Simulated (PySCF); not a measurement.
**How methods differ on the ionisation energy of Sc(19+)**

Sc(19+) 1s2 (1S) → Sc(20+) 1s1 (2S), as a difference of total energies. Computed with PySCF 2.14 in an even-tempered Gaussian basis (17 s from 17 bohr⁻², ratio 2.2; 7 p from 26 bohr⁻², ratio 2.4; 4 d from 77 bohr⁻², ratio 2.4; 3 f from 120 bohr⁻², ratio 2.4; 3 g from 170 bohr⁻², ratio 2.4), with scalar relativity by spin-free X2C-1e. Correlated levels: nothing frozen; virtual orbitals above 40 to 60 times the deepest correlated orbital energy dropped. The calculations carry no spin-orbit coupling.

| method | ionisation energy (eV) | difference from reference (eV) |
| --- | --- | --- |
| UHF | 5676.9 | +2.0 |
| MP2 (all electrons) | 5678.2 | +3.3 |
| SCS-MP2 (all electrons) | 5678.5 | +3.6 |
| CCSD (all electrons) | 5678.2 | +3.3 |

Reference: 5674.9 eV (theoretical estimate listed by NIST; NIST Atomic Spectra Database, ionization energies).

With two correlated electrons CCSD is exact in that space.
